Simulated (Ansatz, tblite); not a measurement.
**Ligand exchange: C2H6Si + SnH(CH3)2(OH) → C2H6OSi + SnH2(CH3)2**

Gas-phase species: C2H6Si (vinylsilane) `C=C[SiH3]`, singlet; SnH(CH3)2(OH), singlet; C2H6OSi `C=C[SiH2]O`, singlet; SnH2(CH3)2, singlet. The partners trade H for OH: Si–H and Sn–OH bonds give way to Si–OH and Sn–H.

Shapes, held fixed at every level: PBE0-D4/def2-TZVP. Flexible molecules stand in one conformer, not always the lowest. Programs: Ansatz 0.2.0, tblite 0.8.0. The zero-point and thermal change to 298 K, harmonic and unscaled (PBE0-D4/def2-TZVP), is -0.2 kJ/mol.

```tsv
level	kind	ΔH(298 K) (kJ/mol)	less CCSD(T)/def2-TZVPP
GFN1-xTB	semi-empirical	-190.2	-125.3
HF/def2-TZVPP	Hartree–Fock	-72.4	-7.5
SPW92/def2-TZVPP	LDA	-69.8	-4.9
BHLYP-D4/def2-TZVPP	global hybrid	-69.5	-4.6
wB97M-V/def2-TZVPP	range-separated hybrid	-66.7	-1.8
MP2/def2-SVP	perturbation theory	-59.7	+5.2
CCSD(T)/def2-SVP	coupled cluster or CI	-60.1	+4.8
CCSD(T)/def2-TZVPP	coupled cluster or CI	-64.9	0.0
```

The highest level, CCSD(T)/def2-TZVPP, gives ΔH(298 K) = -64.9 kJ/mol; the levels span -190.2 to -59.7. GFN1-xTB strays far from the other rows. The column of differences is taken from that level and isn't an error. No measured value is set beside it here. For atoms past krypton def2 sets carry core potentials with scalar relativity. Outer-core shells of Sn are correlated, in sets that cover them unevenly.
